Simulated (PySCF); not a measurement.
TiF3, SMILES [F][Ti]([F])[F] (connectivity only; charge and spin as stated), neutral, multiplicity 2. The structure is a stationary point at PBE0-D3(BJ)/def2-SVP. The spin state was assumed, not searched. The isomer is the one that the SMILES or the coordinates give; other isomers of the formula were not compared.

All values below come from PySCF with PBE0-D3(BJ)/def2-SVP.

Harmonic wavenumbers (cm⁻¹): 89, 183, 183, 691, 810, 810. Rotational constants (GHz): 5.761, 5.761, 2.880; symmetry number 6.

Q: Work out the zero-point energy and the ideal-gas rigid-rotor harmonic-oscillator thermochemistry at 298.15 K and 1 atm.

A: ZPE = ½ Σ hcν = ½ × 2767 cm⁻¹ = 16.55 kJ/mol. H − E(el) = 32.24 kJ/mol. Entropy in J/(mol K): translation 166.77, rotation 92.31, vibration 37.61, spin 5.76, total 302.46. G − E(el) = -57.94 kJ/mol. Cp = 65.88 J/(mol K). Modes under 150 cm⁻¹ make the vibrational entropy uncertain.
